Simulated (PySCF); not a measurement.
As2, charge +1, doublet, geometry from GFN2-xTB (a state made from the parent by changing its charge; the spin is typed, not shown lowest). Base run: M062X/3-21G in PySCF.

Geometry (Å):
```xyz
2

As     0.0000     0.0000    -1.0901
As     0.0000     0.0000     1.0901
```
Charge +1, spin multiplicity 2.
Orbitals are unrestricted.
All else is at PySCF's defaults.
Base energy -4450.09902 Eh.

Variants of this job, named by their change:

| change | ΔE vs base (mEh) | grid points | electrons on the grid | outcome |
|---|---|---|---|---|
| base | 0.000 | 40848 | 64.99999 | converged |
| grids.level = 2 | -1.025 | 26152 | 65.00006 | converged |
| grids.level = 0 | 41.431 | 4896 | 64.99917 | converged |
| grids.prune = dft.gen_grid.sg1_prune | - | - | - | input refused |
| grids.prune = dft.gen_grid.treutler_prune | -0.008 | 41400 | 64.99999 | converged |
| grids.prune = off | 0.002 | 78120 | 64.99999 | converged |
| grids.atom_grid = (50, 194) | 27.081 | 12224 | 64.99982 | converged |
| grids.level = 5 | -0.120 | 89472 | 65.00000 | converged |
| grids.radi_method = mura_knowles | -0.070 | 38616 | 64.99999 | converged |
| small_rho_cutoff = 0 | 0.000 | 40848 | 64.99999 | converged |
| grids.radi_method = gauss_chebyshev | -0.028 | 41088 | 64.99999 | converged |

Open shells are given as the SCF converged; they aren't shown to be the lowest states, and a large step between rows can be another state.

- grids.prune = dft.gen_grid.sg1_prune: ended with `IndexError: index 33 is out of bounds for axis 0 with size 19`
